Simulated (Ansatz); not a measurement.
Ansatz (a quantum-chemistry and plane-wave program) input:

Ansatz 0.2 input:
```yaml
crystal:
  periodic: [false, false, false]
  atoms:
    - {symbol: C, position_ang: [2.23417936, -1.54732856, 0.25950302]}
    - {symbol: C, position_ang: [1.73313664, -0.40347380, -0.20150509]}
    - {symbol: Si, position_ang: [-0.03258627, 0.10631398, 0.00216862]}
    - {symbol: Cl, position_ang: [-0.25118828, 1.19858102, 1.74314645]}
    - {symbol: Cl, position_ang: [-0.50481754, 1.37049930, -1.56308650]}
    - {symbol: C, position_ang: [-1.24152301, -1.29094746, 0.06292090]}
    - {symbol: C, position_ang: [-1.04210807, -2.47383768, -0.51408813]}
    - {symbol: H, position_ang: [1.62380965, -2.27391822, 0.78336533]}
    - {symbol: H, position_ang: [3.28100923, -1.80401732, 0.13862117]}
    - {symbol: H, position_ang: [2.39490017, 0.29040957, -0.71259154]}
    - {symbol: H, position_ang: [-2.17627045, -1.11506938, 0.58842219]}
    - {symbol: H, position_ang: [-1.78479114, -3.26319878, -0.47338892]}
    - {symbol: H, position_ang: [-0.13246010, -2.70344194, -1.05679226]}
basis:
  gaussian:
    orbitals: cc-pVTZ-DK
magnetization: {spin_polarized: false}
correlation: {method: ccsd_t, electrons: outside_noble_gas}
```

Problem. Which total energy does the run end on?

Solution. -1367.82076 Eh (X2C-CCSD(T)/cc-pVTZ-DK). The basis has 306 functions.
